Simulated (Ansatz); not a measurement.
Isolated molecules relaxed with PBE0-D4/def2-TZVP in Ansatz; ΔE leaves out vibrations. CCSD(T)/CBS adds triple-zeta CCSD(T) − MP2 to the extrapolated MP2 energy (def2 sets, frozen cores). This one scheme is used for every species. DFT in def2-TZVPP. B3LYP here is the variant with VWN-RPA as its local correlation; programs differ in this. Each species was taken in one conformer, which may not be the lowest.

Reaction (ligand exchange at the Al–C bond): `[CH3][Al]([NH2])[NH2]` + H–F → `[NH2][Al]([NH2])[F]` + CH₄

```csv
level,ΔE (kJ/mol),difference from CCSD(T)/CBS
ωB97M-V,-191.3,-0.8
PBE-QIDH,-190.8,-0.3
revPBE,-186.1,4.4
B3LYP,-201.1,-10.6
CAM-B3LYP,-202.9,-12.4
HF/def2-SVP,-216.0,-25.5
HF/def2-TZVPP,-213.4,-22.9
CCSD/def2-TZVPP,-194.9,-4.4
MP2/CBS(def2),-192.0,-1.5
CCSD/CBS(def2),-193.6,-3.1
CCSD(T)/CBS,-190.5,0
```

Largest T1 diagnostic among the species: 0.010.

At CCSD(T), def2-SVP lies −14.0 kJ/mol from the extrapolated value and def2-TZVPP −1.3 kJ/mol. From BLYP to BHLYP (50 % exact exchange), in def2-TZVPP and without D4, ΔE moves by −5.5 kJ/mol. Leaving LDA and LC-ωPBE aside and taking each functional with its dispersion term where it has one, the values, not all of them listed here, spread over 20.7 kJ/mol, from BHLYP-D4 to revPBE-D4. LDA lies +6.0 kJ/mol from PBE without D4.
